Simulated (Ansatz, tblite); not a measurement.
Cost and result up the ladder for `c1coc(-c2ccc(-c3ccc(-c4ccc(-c5ccco5)o4)o3)o2)c1` (37 atoms). Charge 0, multiplicity 1. Geometry: PBE-D4/def2-SVP.

```csv
atom,x (Å),y (Å),z (Å)
C1,-5.3374,-5.7139,-0.7343
C2,-5.5963,-5.4619,-2.0623
O3,-4.8345,-4.4220,-2.5088
C4,-4.0736,-3.9954,-1.4525
C5,-3.1851,-2.8949,-1.6965
C6,-2.9145,-2.1311,-2.8240
C7,-1.9304,-1.1793,-2.4380
C8,-1.6583,-1.4191,-1.0966
C9,-0.7707,-0.8008,-0.1591
C10,-0.4899,-1.0301,1.1827
C11,0.4946,-0.0744,1.5568
C12,0.7574,0.6831,0.4218
C13,1.6378,1.7808,0.1593
C14,1.8960,2.5353,-0.9791
C15,2.8802,3.4918,-0.6079
C16,3.1659,3.2660,0.7336
C17,4.0669,3.9034,1.6560
C18,4.9574,4.9598,1.5183
C19,5.5727,5.1312,2.7973
C20,5.0200,4.1759,3.6206
O21,4.1075,3.4275,2.9393
O22,2.4088,2.2244,1.1995
O23,-0.0119,0.2420,-0.6236
O24,-2.4221,-2.4633,-0.6438
C25,-4.3483,-4.7624,-0.3304
H26,-5.8024,-6.4905,-0.1172
H27,-6.2644,-5.9121,-2.8028
H28,-3.3807,-2.2565,-3.8063
H29,-1.4651,-0.4040,-3.0545
H30,-0.9494,-1.8015,1.8085
H31,0.9665,0.0588,2.5354
H32,1.4228,2.4014,-1.9568
H33,3.3329,4.2604,-1.2429
H34,5.1418,5.5373,0.6063
H35,6.3315,5.8712,3.0741
H36,5.1622,3.9084,4.6724
H37,-3.8876,-4.6454,0.6554
```

Ansatz on 2 threads of AMD EPYC 7R13 on a shared host and a share (18 GiB) of an NVIDIA H100 80GB HBM3; xTB runs through tblite on one thread. Times are rough, summed over both states, and most runs start from the orbitals of an earlier one. PBE0-D4/def2-TZVP serves as the yardstick here, not as an exact answer. The other state is a triplet.

The xTB rows come from tblite. Single mean-field runs in def2-TZVP are fitted with def2-universal-jkfit.

xTB has no spin-polarisation term.

```json
{"level": "GFN2-xTB", "functions": "112", "wall time": "0.13 s"}
{"level": "GFN1-xTB", "functions": "124", "wall time": "0.15 s"}
{"level": "PBE-D4/def2-TZVP", "functions": "847", "wall time": "25 s"}
{"level": "PBE0-D4/def2-TZVP (with forces)", "functions": "847", "wall time": "41 s"}
```

Task: Estimate what each level gives for the vertical triplet (eV).

Result: 
| level | vertical triplet (eV) | difference from PBE0-D4/def2-TZVP (eV) |
| --- | --- | --- |
| GFN2-xTB | 2.07 | 0.13 |
| GFN1-xTB | 2.01 | 0.07 |
| PBE-D4/def2-TZVP | 1.75 | -0.19 |
| PBE0-D4/def2-TZVP (with forces) | 1.94 | 0.00 |
